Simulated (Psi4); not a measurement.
FZn (SMILES [F][Zn]), doublet, geometry from GFN2-xTB (such geometries of metal compounds can be far from the true shape) (the spin is typed, not shown lowest), with bond 1-2 at 2.0 times its length; SVWN/6-31G* run with Psi4.

The Psi4 input:
```
memory 2 GB

molecule {
0 2
  Zn    0.00000000    0.00000000   -2.22002303
  F     0.00000000    0.00000000    1.38751439
}

set basis 6-31g*
set reference uks
set level_shift 0.3

energy('svwn')
print_variables()
```

Write the output that Psi4 gives for this input, abridged.


```
   => Loading Basis Set <=

    Name: 6-31G*
    Role: ORBITAL
    Keyword: BASIS

         ---------------------------------------------------------
                                   SCF
               by Justin Turney, Rob Parrish, Andy Simmonett
                          and Daniel G. A. Smith
                              UKS Reference
         ---------------------------------------------------------

  ==> Geometry <==

    Molecular point group: c2v
    Full point group: C_inf_v

    Geometry (in Angstrom), charge = 0, multiplicity = 2:

       Center              X                  Y                   Z               Mass
    ------------   -----------------  -----------------  -----------------  -----------------
         ZN           0.000000000000     0.000000000000    -0.826473883762    63.929142010000
         F            0.000000000000     0.000000000000     2.781063536238    18.998403162730

  Running in c2v symmetry.

  Rotational constants: A = ************  B =      0.08844  C =      0.08844 [cm^-1]
  Rotational constants: A = ************  B =   2651.41888  C =   2651.41888 [MHz]
  Nuclear repulsion =   39.605367941242314

  Charge       = 0
  Multiplicity = 2
  Electrons    = 39
  Nalpha       = 20
  Nbeta        = 19

  ==> Algorithm <==

  SCF Algorithm Type is DF.
  DIIS enabled.
  MOM disabled.
  Fractional occupation disabled.
  Guess Type is SAD.
  Energy threshold   = 1.00e-06
  Density threshold  = 1.00e-06
  Integral threshold = 1.00e-12

  ==> Primary Basis <==

  Basis Set: 6-31G*
    Blend: 6-31G*
    Number of shells: 18
    Number of basis functions: 54
    Number of Cartesian functions: 54
    Spherical Harmonics?: false
    Max angular momentum: 3

  ==> DFT Potential <==

   => LibXC <=

    Version 7.1.2
    S. Lehtola, C. Steigemann, M. J. T. Oliveira, and M. A. L. Marques,  SoftwareX 7, 1–5 (2018) (10.1016/j.softx.2017.11.002)

   => Composite Functional: SVWN <=

    Slater exchange
    Vosko, Wilk & Nusair (VWN5_RPA)
    P. A. M. Dirac,  Math. Proc. Cambridge Philos. Soc. 26, 376 (1930) (10.1017/S0305004100016108)
    F. Bloch,  Z. Phys. 57, 545 (1929) (10.1007/BF01340281)
    S. H. Vosko, L. Wilk, and M. Nusair,  Can. J. Phys. 58, 1200 (1980) (10.1139/p80-159)

    Deriv               =              1
    GGA                 =          FALSE
    Meta                =          FALSE

    Exchange Hybrid     =          FALSE
    MP2 Hybrid          =          FALSE

   => Exchange Functionals <=

    1.0000         XC_LDA_X

   => Correlation Functionals <=

    1.0000   XC_LDA_C_VWN_RPA

   => LibXC Density Thresholds  <==

    XC_LDA_C_VWN_RPA:  1.00E-15
    XC_LDA_X:  1.00E-15

   => Molecular Quadrature <=

    Radial Scheme          =       TREUTLER
    Pruning Scheme         =           NONE
    Nuclear Scheme         =       TREUTLER

    Blocking Scheme        =         OCTREE
    BS radius alpha        =              1
    Pruning alpha          =              1
    Radial Points          =             75
    Spherical Points       =            302
    Total Points           =          43595
    Total Blocks           =            411
    Max Points             =            254
    Max Functions          =             53
    Weights Tolerance      =       1.00E-15

   => Loading Basis Set <=

    Name: (6-31G* AUX)
    Role: JKFIT
    Keyword: DF_BASIS_SCF

  ==> Integral Setup <==

  SCF_SUBTYPE=INCORE selected. In-core MEM_DF algorithm will be used.
  Using in-core AOs.

  ==> MemDFJK: Density-Fitted J/K Matrices <==

    J tasked:                   Yes
    K tasked:                    No
    wK tasked:                   No
    Algorithm:                 Core
    Schwarz Cutoff:           1E-12
    Mask sparsity (%):       8.1619
    Fitting Condition:        1E-10

   => Auxiliary Basis Set <=

  Basis Set: (6-31G* AUX)
    Blend: CC-PVDZ-JKFIT + DEF2-UNIVERSAL-JKFIT
    Number of shells: 82
    Number of basis functions: 458
    Number of Cartesian functions: 458
[...]
   @DF-UKS iter  84: -1875.93720513810263   -1.76147e-03   1.01590e-02 DIIS/ADIIS/SHIFT
   @DF-UKS iter  85: -1875.93769988939744   -4.94751e-04   1.01399e-02 DIIS/ADIIS/SHIFT
   @DF-UKS iter  86: -1875.93906011494801   -1.36023e-03   1.00433e-02 DIIS/ADIIS/SHIFT
   @DF-UKS iter  87: -1875.93293717983693    6.12294e-03   1.05721e-02 DIIS/ADIIS/SHIFT
   @DF-UKS iter  88: -1875.93214806488277    7.89115e-04   1.05312e-02 DIIS/ADIIS/SHIFT
   @DF-UKS iter  89: -1875.93030280380754    1.84526e-03   1.06374e-02 DIIS/ADIIS/SHIFT
   @DF-UKS iter  90: -1875.93518544903964   -4.88265e-03   1.01836e-02 DIIS/ADIIS/SHIFT
    Occupation by irrep:
             A1    A2    B1    B2
    DOCC [    11,    1,    4,    3 ]
    SOCC [     0,    0,    0,    1 ]
    NA   [    11,    1,    4,    4 ]
    NB   [    11,    1,    4,    3 ]

   @DF-UKS iter  91: -1875.95238977684789   -1.72043e-02   8.73506e-03 DIIS/ADIIS
    Occupation by irrep:
             A1    A2    B1    B2
    DOCC [    11,    1,    3,    4 ]
    SOCC [     0,    0,    1,    0 ]
    NA   [    11,    1,    4,    4 ]
    NB   [    11,    1,    3,    4 ]

   @DF-UKS iter  92: -1875.96358772324879   -1.11979e-02   8.07107e-03 DIIS/ADIIS
    Occupation by irrep:
             A1    A2    B1    B2
    DOCC [    11,    1,    4,    3 ]
    SOCC [     0,    0,    0,    1 ]
    NA   [    11,    1,    4,    4 ]
    NB   [    11,    1,    4,    3 ]

   @DF-UKS iter  93: -1875.96920262716503   -5.61490e-03   7.19690e-03 DIIS/ADIIS
    Occupation by irrep:
             A1    A2    B1    B2
    DOCC [    11,    1,    3,    4 ]
    SOCC [     0,    0,    1,    0 ]
    NA   [    11,    1,    4,    4 ]
    NB   [    11,    1,    3,    4 ]

   @DF-UKS iter  94: -1875.97124156967266   -2.03894e-03   6.87413e-03 DIIS/ADIIS
    Occupation by irrep:
             A1    A2    B1    B2
    DOCC [    10,    1,    4,    4 ]
    SOCC [     1,    0,    0,    0 ]
    NA   [    11,    1,    4,    4 ]
    NB   [    10,    1,    4,    4 ]

   @DF-UKS iter  95: -1875.97680959606259   -5.56803e-03   5.83070e-03 DIIS/ADIIS
   @DF-UKS iter  96: -1875.80799179209112    1.68818e-01   1.58929e-02 DIIS/ADIIS/SHIFT
   @DF-UKS iter  97: -1875.82061149251012   -1.26197e-02   1.48646e-02 DIIS/ADIIS/SHIFT
   @DF-UKS iter  98: -1875.82886654713343   -8.25505e-03   1.43302e-02 DIIS/ADIIS/SHIFT
   @DF-UKS iter  99: -1875.84167803579953   -1.28115e-02   1.34800e-02 DIIS/ADIIS/SHIFT
   @DF-UKS iter 100: -1875.83246492002695    9.21312e-03   1.45464e-02 DIIS/ADIIS/SHIFT

PsiException: Could not converge SCF iterations in 100 iterations.

  Failed to converge.

Traceback (most recent call last):
  File "psi4", line 375, in <module>
  File "<string>", line 24, in <module>
  File "site-packages/psi4/driver/driver.py", line 533, in energy
  File "site-packages/psi4/driver/procrouting/proc.py", line 2760, in run_scf
  File "site-packages/psi4/driver/procrouting/proc.py", line 2047, in scf_helper
  File "site-packages/psi4/driver/procrouting/scf_proc/scf_iterator.py", line 93, in scf_compute_energy
  File "site-packages/psi4/driver/procrouting/scf_proc/scf_iterator.py", line 86, in scf_compute_energy
  File "site-packages/psi4/driver/procrouting/scf_proc/scf_iterator.py", line 609, in scf_iterate

psi4.driver.p4util.exceptions.SCFConvergenceError: Could not converge SCF iterations in 100 iterations.

Printing out the relevant lines from the Psithon --> Python processed input file:
    """)
    core.IO.set_default_namespace("")
    core.set_global_option("BASIS", "6-31g*")
    core.set_global_option("REFERENCE", "uks")
    core.set_global_option("LEVEL_SHIFT", 0.3)
--> energy('svwn')
    print_variables()

!-------------------------------------------------------!
!                                                       !
!  Could not converge SCF iterations in 100 iterations. !
!                                                       !
!-------------------------------------------------------!
```

Convergence was not reached.
